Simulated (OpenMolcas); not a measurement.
# Au⁷⁺: CASPT2 settings compared

| Property | Result |
| --- | --- |
| Program | OpenMolcas |
| Basis | ANO-RCC-VQZP [9s8p6d4f2g1h] |
| Scalar Hamiltonian | X2C, point nucleus |
| Active space | 4 electrons in 5 orbitals (5d) |
| State averaging | 2S+1 = 5 even, 5 roots; 2S+1 = 3 even, 30 roots kept (CI in the orbitals of an earlier block); 2S+1 = 1 even, 13 roots kept (CI in the orbitals of an earlier block, 0 in the spin-orbit step) |
| Spin-orbit coupling | state interaction with AMFI integrals over the reference wave functions, term energies averaged over their components |

Methods on the same reference wave functions:
A. CASSCF
B. SS-CASPT2, IPEA 0.4 Eh, real shift 0.4 Eh (closed shells correlated: 4f 5s 5p)
C. SS-CASPT2, IPEA 0.5 Eh, imaginary shift 0.25 Eh (closed shells correlated: none)
D. SS-CASPT2, IPEA 0.35 Eh, no level shift (closed shells correlated: 5s 5p)

Energies in cm⁻¹ above 5d⁴ ⁵D₀.

```json
{"Level": "5d⁴ ⁵D₀ [65 %]", "A": "0.0", "B": "0.0", "C": "0.0", "D": "0.0"}
{"Level": "5d⁴ ⁵D₁", "A": "5847", "B": "6250", "C": "6390", "D": "6280"}
{"Level": "5d⁴ ⁵D₂", "A": "13694", "B": "14540", "C": "14850", "D": "14610"}
{"Level": "5d⁴ ⁵D₃", "A": "19205", "B": "19910", "C": "20280", "D": "19970"}
{"Level": "5d⁴ ⁵D₄ [67 %]", "A": "21300", "B": "21460", "C": "21860", "D": "21480"}
```

Among B to D the level of the table that moves most is 5d⁴ ⁵D₄ [67 %], by 400 cm-1 (lowest in B, highest in C). Moves below CASPT2's spread within the term are not significant.

The lowest spin-free term lies below A's lowest term by 0.536 hartree in B, 0.034 hartree in C, 0.295 hartree in D.

CASPT2 does not keep the components of a term degenerate, so their means are used; among the terms shown or strongly mixed into the levels shown the widest spread is 73 cm-1 (5d⁴ ³F, C). Some high roots are left out of the spin-orbit mixing, which shifts the levels that they would mix with. Without dynamic correlation excited terms often stand tens of per cent too high (terms of higher spin than the ground term too low), and those without a measured partner can miss by more than the paired ones (holds for A). Levels of configurations outside the active space are missing. The table leaves out levels that lie high or whose names do not pair safely across all columns.

A share in square brackets marks a mixed level and gives the weight of the term that names it, the lowest over the columns.
